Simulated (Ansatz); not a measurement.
System: NbCl, net charge 0, quintet state. The spin state was set by rule; other spins were not relaxed. 
Structure (B3LYP-D3(BJ)/def2-TZVP (Ansatz, a quantum-chemistry and plane-wave program) minimum search):
```
Nb
Cl 1 2.3081
```
Charge 0, spin multiplicity 5.

Basis-set convergence of Hartree-Fock and CCSD correlation energies (hartree) with Ansatz. Correlated levels leave the core frozen unless marked. Open shells are spin-unrestricted. No spin-orbit coupling. Frozen are the shells of the preceding noble gas and the d and f shells that filled before the atom's block. Past Kr the def2 sets carry scalar-relativistic core potentials.

```
basis        functions       E(HF)  E(corr, CCSD)
-----------  ---------  ----------  -------------
def2-SVPD           61  -515.75825       -0.21408
def2-TZVPPD        107  -515.92575       -0.28059
def2-QZVPPD        160  -515.93978       -0.30217
```

Extrapolating the two largest sets (X = 3 and 4) as X^-3: E(corr) = (64·(-0.30217) - 27·(-0.28059))/37 = -0.3179 Eh, an estimate of the basis-set limit. The largest set recovers 95.0 % of it, the smallest 67.3 %.
